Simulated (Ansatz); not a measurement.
The pair A = H2O (SMILES O) (first 3 atoms), B = CH2O (SMILES C=O); geometry from B3LYP-D3(BJ)/def2-TZVP.
(charge 0, multiplicity 1):
```csv
atom,x (Å),y (Å),z (Å)
O,0.2747,-0.1146,0.5396
H,-0.4627,-0.4410,1.0783
H,-0.0426,-0.1115,-0.3678
C,-0.3464,-0.3362,3.5863
O,-1.2253,-0.7603,2.8809
H,0.5738,0.1012,3.1637
H,-0.4289,-0.3694,4.6874
```

Correlated levels freeze the cores. MP2 and its Hartree–Fock in aug-cc-pVQZ are density fitted.

The values were computed with Ansatz (Gaussian orbitals). Values without a source in brackets are computed.

The counterpoise-corrected interaction energy is E(AB) − E(A in the pair's basis) − E(B in the pair's basis). Total energies (hartree):

```json
[
 {"level": "HF/aug-cc-pVTZ", "AB": "-189.9799496", "A in the pair's basis": "-76.0599753", "B in the pair's basis": "-113.9140070"},
 {"level": "MP2/aug-cc-pVTZ", "AB": "-190.6539697", "A in the pair's basis": "-76.3291523", "B in the pair's basis": "-114.3166887"},
 {"level": "HF/aug-cc-pVQZ", "AB": "-189.9926000", "A in the pair's basis": "-76.0652815", "B in the pair's basis": "-113.9213164"},
 {"level": "MP2/aug-cc-pVQZ", "AB": "-190.7088737", "A in the pair's basis": "-76.3517767", "B in the pair's basis": "-114.3486566"},
 {"level": "CCSD(T)/aug-cc-pVTZ", "AB": "-190.6939211", "A in the pair's basis": "-76.3424924", "B in the pair's basis": "-114.3432402"}
]
```

### Question
Work out the counterpoise-corrected interaction energy at the basis-set limit: extrapolate the MP2 correlation part as X⁻³, take Hartree–Fock from the larger set, and add the CCSD(T) − MP2 difference of aug-cc-pVTZ.

### Answer

1. Differences (1 hartree = 627.509 kcal/mol): HF/aug-cc-pVTZ -3.745; MP2/aug-cc-pVTZ -5.101; HF/aug-cc-pVQZ -3.766; MP2/aug-cc-pVQZ -5.296; CCSD(T)/aug-cc-pVTZ -5.138.
2. Correlation parts, MP2 less HF: -1.356 in aug-cc-pVTZ (X = 3), -1.530 in aug-cc-pVQZ (X = 4).
3. Limit (4³·(-1.530) − 3³·(-1.356))/(4³ − 3³) = -1.657; with HF/aug-cc-pVQZ it gives -5.423.
4. CCSD(T) less MP2 in aug-cc-pVTZ: -0.038.
Result: -5.46 kcal/mol, against -5.10 at MP2/aug-cc-pVTZ. It is an estimate of this method's limit, not of the exact value.

Ansatz is a program for electronic structure.
